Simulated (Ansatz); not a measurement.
Ansatz (a first-principles code) input (B3LYP-D3(BJ)/def2-TZVP):

Ansatz 0.2 input:
```yaml
crystal:
  periodic: [false, false, false]
  atoms:
    - {symbol: C, position_ang: [1.47166381, -0.13742564, -0.16023886]}
    - {symbol: C, position_ang: [0.24591742, -0.00505859, -0.03640495]}
    - {symbol: O, position_ang: [-1.10612656, 0.18015862, 0.07910224]}
    - {symbol: H, position_ang: [-1.45647492, -0.58636359, 0.54704496]}
basis:
  gaussian:
    orbitals: def2-TZVP
hamiltonian:
  xc: b3lyp
  dispersion: d3bj
total_charge: -1
phonons: {temperatures: {t_min: 298.15, t_max: 298.15, t_step: 100}}
```

Output:

```
Functional definition: B3LYP
integrals: 0.02 GiB planned
555 factors; their error is unknown
mean field: 0.22 GiB planned
mean field evaluation 1: about -4127.4260 eV, gradient 5.8e1 eV
mean field evaluation 2: about -4054.4645 eV, gradient 1.3e2 eV
mean field evaluation 4: about -4135.4375 eV, gradient 9.7e0 eV
mean field evaluation 8: about -4135.6955 eV, gradient 1.2e-1 eV
mean field evaluation 16: about -4135.7034 eV, gradient 2.8e-4 eV
mean field -4135.70335111 eV, -151.9842948729 hartree, gradient 5.4e-5 eV, S^2 0.000000; 0 other end points of the search recorded, 0 dependent functions left out
the calculation of the forces begins
reference -4135.70352096 eV, -151.9843011147 hartree; 11, 11 occupied and 88, 88 virtual orbitals, 555 factors
these checks for a lower state are left out or cut short: stability, starts, cluster_reference, orbital_swaps, neighbouring_geometries, increment
integrals: 0.02 GiB planned
555 factors; their error is unknown
mean field: 0.22 GiB planned
mean field -4135.70335134 eV, -151.9842948812 hartree, gradient 1.2e-6 eV, S^2 0.000000; 0 other end points of the search recorded, 0 dependent functions left out
the calculation of the forces begins
reference -4135.70352121 eV, -151.9843011241 hartree; 11, 11 occupied and 88, 88 virtual orbitals, 555 factors
these checks for a lower state are left out or cut short: stability, starts, cluster_reference, orbital_swaps, neighbouring_geometries, increment
integrals: 0.02 GiB planned
555 factors; their error is unknown
mean field: 0.22 GiB planned
mean field evaluation 32: about -4135.7033 eV, gradient 6.0e-3 eV
mean field -4135.70334443 eV, -151.9842946274 hartree, gradient 1.2e-6 eV, S^2 0.000000; 0 other end points of the search recorded, 0 dependent functions left out
the calculation of the forces begins
reference -4135.70351425 eV, -151.9843008681 hartree; 11, 11 occupied and 88, 88 virtual orbitals, 555 factors
these checks for a lower state are left out or cut short: stability, starts, cluster_reference, orbital_swaps, neighbouring_geometries, increment
integrals: 0.02 GiB planned
555 factors; their error is unknown
mean field: 0.22 GiB planned
mean field -4135.70324390 eV, -151.9842909331 hartree, gradient 1.2e-6 eV, S^2 0.000000; 0 other end points of the search recorded, 0 dependent functions left out
the calculation of the forces begins
reference -4135.70341383 eV, -151.9842971777 hartree; 11, 11 occupied and 88, 88 virtual orbitals, 555 factors
these checks for a lower state are left out or cut short: stability, starts, cluster_reference, orbital_swaps, neighbouring_geometries, increment
integrals: 0.02 GiB planned
555 factors; their error is unknown
mean field: 0.22 GiB planned
mean field -4135.70320021 eV, -151.9842893275 hartree, gradient 1.1e-6 eV, S^2 0.000000; 0 other end points of the search recorded, 0 dependent functions left out
the calculation of the forces begins
reference -4135.70336999 eV, -151.9842955665 hartree; 11, 11 occupied and 88, 88 virtual orbitals, 555 factors
these checks for a lower state are left out or cut short: stability, starts, cluster_reference, orbital_swaps, neighbouring_geometries, increment
integrals: 0.02 GiB planned
555 factors; their error is unknown
mean field: 0.22 GiB planned
mean field -4135.70333161 eV, -151.9842941562 hartree, gradient 1.1e-6 eV, S^2 0.000000; 0 other end points of the search recorded, 0 dependent functions left out
the calculation of the forces begins
reference -4135.70350142 eV, -151.9843003966 hartree; 11, 11 occupied and 88, 88 virtual orbitals, 555 factors
these checks for a lower state are left out or cut short: stability, starts, cluster_reference, orbital_swaps, neighbouring_geometries, increment
integrals: 0.02 GiB planned
555 factors; their error is unknown
mean field: 0.22 GiB planned
mean field evaluation 64: about -4135.7033 eV, gradient 1.2e-6 eV
mean field -4135.70333301 eV, -151.9842942077 hartree, gradient 1.2e-6 eV, S^2 0.000000; 0 other end points of the search recorded, 0 dependent functions left out
the calculation of the forces begins
reference -4135.70350290 eV, -151.9843004509 hartree; 11, 11 occupied and 88, 88 virtual orbitals, 555 factors
these checks for a lower state are left out or cut short: stability, starts, cluster_reference, orbital_swaps, neighbouring_geometries, increment
integrals: 0.02 GiB planned
555 factors; their error is unknown
mean field: 0.22 GiB planned
mean field -4135.70315968 eV, -151.9842878380 hartree, gradient 1.2e-6 eV, S^2 0.000000; 0 other end points of the search recorded, 0 dependent functions left out
the calculation of the forces begins
reference -4135.70332945 eV, -151.9842940769 hartree; 11, 11 occupied and 88, 88 virtual orbitals, 555 factors
these checks for a lower state are left out or cut short: stability, starts, cluster_reference, orbital_swaps, neighbouring_geometries, increment
integrals: 0.02 GiB planned
555 factors; their error is unknown
mean field: 0.22 GiB planned
mean field -4135.70315953 eV, -151.9842878326 hartree, gradient 1.2e-6 eV, S^2 0.000000; 0 other end points of the search recorded, 0 dependent functions left out
the calculation of the forces begins
reference -4135.70332946 eV, -151.9842940773 hartree; 11, 11 occupied and 88, 88 virtual orbitals, 555 factors
these checks for a lower state are left out or cut short: stability, starts, cluster_reference, orbital_swaps, neighbouring_geometries, increment
integrals: 0.02 GiB planned
555 factors; their error is unknown
mean field: 0.22 GiB planned
mean field -4135.70320377 eV, -151.9842894584 hartree, gradient 1.2e-6 eV, S^2 0.000000; 0 other end points of the search recorded, 0 dependent functions left out
the calculation of the forces begins
reference -4135.70337381 eV, -151.9842957070 hartree; 11, 11 occupied and 88, 88 virtual orbitals, 555 factors
these checks for a lower state are left out or cut short: stability, starts, cluster_reference, orbital_swaps, neighbouring_geometries, increment
integrals: 0.02 GiB planned
555 factors; their error is unknown
mean field: 0.22 GiB planned
mean field -4135.70320122 eV, -151.9842893647 hartree, gradient 1.1e-6 eV, S^2 0.000000; 0 other end points of the search recorded, 0 dependent functions left out
the calculation of the forces begins
reference -4135.70337089 eV, -151.9842955997 hartree; 11, 11 occupied and 88, 88 virtual orbitals, 555 factors
these checks for a lower state are left out or cut short: stability, starts, cluster_reference, orbital_swaps, neighbouring_geometries, increment
integrals: 0.02 GiB planned
555 factors; their error is unknown
mean field: 0.22 GiB planned
mean field evaluation 96: about -4135.6952 eV, gradient 3.7e-1 eV
mean field -4135.70327585 eV, -151.9842921073 hartree, gradient 1.1e-6 eV, S^2 0.000000; 0 other end points of the search recorded, 0 dependent functions left out
the calculation of the forces begins
reference -4135.70344578 eV, -151.9842983520 hartree; 11, 11 occupied and 88, 88 virtual orbitals, 555 factors
these checks for a lower state are left out or cut short: stability, starts, cluster_reference, orbital_swaps, neighbouring_geometries, increment
integrals: 0.02 GiB planned
555 factors; their error is unknown
mean field: 0.22 GiB planned
mean field -4135.70329730 eV, -151.9842928955 hartree, gradient 1.2e-6 eV, S^2 0.000000; 0 other end points of the search recorded, 0 dependent functions left out
the calculation of the forces begins
reference -4135.70346708 eV, -151.9842991346 hartree; 11, 11 occupied and 88, 88 virtual orbitals, 555 factors
these checks for a lower state are left out or cut short: stability, starts, cluster_reference, orbital_swaps, neighbouring_geometries, increment
integrals: 0.02 GiB planned
555 factors; their error is unknown
mean field: 0.22 GiB planned
mean field -4135.70321496 eV, -151.9842898695 hartree, gradient 1.2e-6 eV, S^2 0.000000; 0 other end points of the search recorded, 0 dependent functions left out
the calculation of the forces begins
reference -4135.70338464 eV, -151.9842961050 hartree; 11, 11 occupied and 88, 88 virtual orbitals, 555 factors
these checks for a lower state are left out or cut short: stability, starts, cluster_reference, orbital_swaps, neighbouring_geometries, increment
integrals: 0.02 GiB planned
555 factors; their error is unknown
mean field: 0.22 GiB planned
mean field -4135.70322304 eV, -151.9842901663 hartree, gradient 1.2e-6 eV, S^2 0.000000; 0 other end points of the search recorded, 0 dependent functions left out
the calculation of the forces begins
reference -4135.70339306 eV, -151.9842964146 hartree; 11, 11 occupied and 88, 88 virtual orbitals, 555 factors
these checks for a lower state are left out or cut short: stability, starts, cluster_reference, orbital_swaps, neighbouring_geometries, increment
integrals: 0.02 GiB planned
555 factors; their error is unknown
mean field: 0.22 GiB planned
mean field evaluation 128: about -4135.7032 eV, gradient 3.3e-1 eV
mean field -4135.70332278 eV, -151.9842938319 hartree, gradient 1.2e-6 eV, S^2 0.000000; 0 other end points of the search recorded, 0 dependent functions left out
the calculation of the forces begins
reference -4135.70349256 eV, -151.9843000710 hartree; 11, 11 occupied and 88, 88 virtual orbitals, 555 factors
these checks for a lower state are left out or cut short: stability, starts, cluster_reference, orbital_swaps, neighbouring_geometries, increment
integrals: 0.02 GiB planned
555 factors; their error is unknown
mean field: 0.22 GiB planned
mean field -4135.70334520 eV, -151.9842946556 hartree, gradient 1.1e-6 eV, S^2 0.000000; 0 other end points of the search recorded, 0 dependent functions left out
the calculation of the forces begins
reference -4135.70351512 eV, -151.9843009001 hartree; 11, 11 occupied and 88, 88 virtual orbitals, 555 factors
Total energy: -4135.78399147 eV, -151.9872583514 hartree
Atom 0 at     1.471664    -0.137426    -0.160239 Å, force     0.000448     0.000170    -0.000162 eV/Å
Atom 1 at     0.245917    -0.005059    -0.036405 Å, force    -0.000099    -0.000392     0.000226 eV/Å
Atom 2 at    -1.106127     0.180159     0.079102 Å, force    -0.000342     0.000151    -0.000027 eV/Å
Atom 3 at    -1.456475    -0.586364     0.547045 Å, force    -0.000007     0.000071    -0.000037 eV/Å
Dipole moment:    -1.420499    -0.133148     0.297601 e Å
Vibrations: 304.70 370.58 927.64 1219.18 2060.33 3722.46 cm⁻¹, zero-point energy 0.533436 eV
```

It need not be the lowest isomer of its formula. Whether it binds its extra electron was not tested at this geometry.
